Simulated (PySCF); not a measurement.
C3H9BFN, SMILES N(CC)B(C)F.

Coordinates come from a ωB97X-D3(BJ)/def2-SVP optimisation. This is a generated structure with no PubChem entry under its InChIKey; it may be hypothetical. One conformer was computed; it need not be the lowest.

Level of theory: PBE/def2-TZVP in PySCF.

Gas-phase values at a fixed geometry.

```
Property                                                                                                        Value
---------------------------------------------------------------------------------------------  ----------------------
total energy                                                                                       -299.04094 hartree
highest occupied level                                                                                       -6.16 eV
lowest empty level                                                                                            0.07 eV
orbital gap                                                                                                   6.24 eV
dipole moment                                                                                                  2.22 D
quadrupole, principal values (traceless, Buckingham form, about the centre of nuclear charge)   -4.91, 0.30, 4.61 D·Å
mean static polarisability                                                                       62.1 bohr³ (9.20 Å³)
polarisability, principal values                                                               52.8, 58.6, 74.9 bohr³
```
